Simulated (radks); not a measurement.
Coulomb parameter of the 3d shell of neutral nickel in the model configuration [Ar] 3d9 4s1, as a second difference U = [E(n + 0.25) + E(n - 0.25) - 2 E(n)] / (0.25)^2 with all orbitals relaxed. "Bare": the charge of the atom changes with n. "Screened": the 4s shell takes up the change at fixed total charge, which measures U(3d,3d) + U(4s,4s) - 2 U(3d,4s). Calculated with a radial shooting solver on a logarithmic mesh with Libxc functionals: scalar-relativistic Kohn-Sham, r2SCAN, spin-unpolarised, spherical densities, finite nucleus; meta-GGA in the generalised Kohn-Sham scheme; Fermi nuclear charge, rms radius 3.7757 fm.

case,configuration,E - E(n) (eV)
start,[Ar] 3d9 4s1,0.000
bare +0.25,[Ar] 3d9.25 4s1,-0.841
bare -0.25,[Ar] 3d8.75 4s1,1.533
screened +0.25,[Ar] 3d9.25 4s0.75,-0.002
screened -0.25,[Ar] 3d8.75 4s1.25,0.141

U(bare) = 11.072 eV, U(screened by 4s) = 2.223 eV, against the Slater integral F0(3d,3d) = 23.758 eV with frozen orbitals. The step up makes a negative ion, whose loosely bound charge lowers the bare value.
